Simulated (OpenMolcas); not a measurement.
What dynamic correlation does to the levels of neutral carbon

- Program: OpenMolcas
- Basis: ANO-RCC-VQZP [5s4p3d2f1g]
- Scalar Hamiltonian: DKH2, point nucleus
- Active space: 4 electrons in 9 orbitals (RAS2 2s 2p; RAS3 3d, at most 2 electrons)
- State averaging: 2S+1 = 3 even, 3 roots; 2S+1 = 1 even, 6 roots; 2S+1 = 5 odd, 1 root; 2S+1 = 3 odd, 8 roots
- Spin-orbit coupling: state interaction with AMFI integrals over the reference wave functions, term energies averaged over their components

Methods on the same reference wave functions:
A. RASSCF
B. SS-RASPT2, IPEA 0.25 Eh, imaginary shift 0.1 Eh (closed shells correlated: 1s)

Energies in cm⁻¹ above 2s² 2p² ³P₀, the measured ground level; measured values from NIST Handbook of Basic Atomic Spectroscopic Data.

```tsv
Level	A	B	Measured
2s² 2p² ³P₀	0.0	0.0	0.0
2s² 2p² ³P₁	15.0	15.1	16.4
2s² 2p² ³P₂	44.9	44.9	43.4
2s² 2p² ¹D₂	12666	10350	10193
2s² 2p² ¹S₀	26367	21630	21648
2s 2p³ ⁵S°₂	30275	32340	33735
2s 2p³ ³D°₁	66599	63560	64090
2s 2p³ ³D°₂	66599	63560	64091
2s 2p³ ³D°₃	66600	63560	64087
2s 2p³ ³P°₂	81435	76890	75255
2s 2p³ ³P°₁	81435	76890	75254
2s 2p³ ³P°₀	81435	76890	75256
```

Deviations, from unrounded energies. A percentage is the sum of absolute deviations over the sum of measured energies, with the sign that they share, or ± where signs differ.

```
                        Against measurement  Levels      A     B
             mean absolute deviation (cm-1)      11   3300   730
      fine structure of the ground term (%)       2   ±4.8  ±4.8
other terms of the ground configuration (%)       2  +22.6  ±0.6
                   other configurations (%)       7   ±6.5  ±1.7
```

B lies closest to measurement on these levels. The largest miss of B in the table is 2s 2p³ ³P°₁, by +1600 cm-1. The ranking rests on the paired levels alone, and a cruder setting can come out closer through cancelling errors.

From A to B the spin-free energies of the other terms of 2s² 2p² shown, above ³P, scale by a factor of 0.82.

The lowest spin-free term lies below A's lowest term by 0.046 hartree in B.

CASPT2 breaks the degeneracy within a term, and the mean is taken; among the terms shown or strongly mixed into the levels shown the widest spread is 31 cm-1 (2s² 2p² ¹D, B). Active for correlation alone: 3d; no level in the range computed is led by a configuration that fills it, so any true level of that kind is missing. Without dynamic correlation excited terms often stand tens of per cent too high (terms of higher spin than the ground term too low), and those without a measured partner can miss by more than the paired ones (holds for A). Computed and measured levels are paired by configuration, term and J; levels that our copy of the source lacks, or whose pairing is in doubt (as where it misses far off the trend of its configuration), stay unpaired and out of the deviations. Only configurations of the active space appear.

° marks odd parity.
